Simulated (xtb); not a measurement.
xtb input:

```bash
xtb mol.xyz --gfn 2 --ohess tight --chrg -1 --uhf 0
```
mol.xyz:
```
5

O     -0.74257573     1.29793323     0.03879480
S     -0.57453485    -0.11668882    -0.47287976
O     -1.33892701    -1.11117268     0.22434216
O      1.15043960    -0.46089974     0.02610477
H      1.48940901     0.36148851     0.20192130
```

Task: Predict the final energy.

Result: -16.19538 Eh (GFN2-xTB).
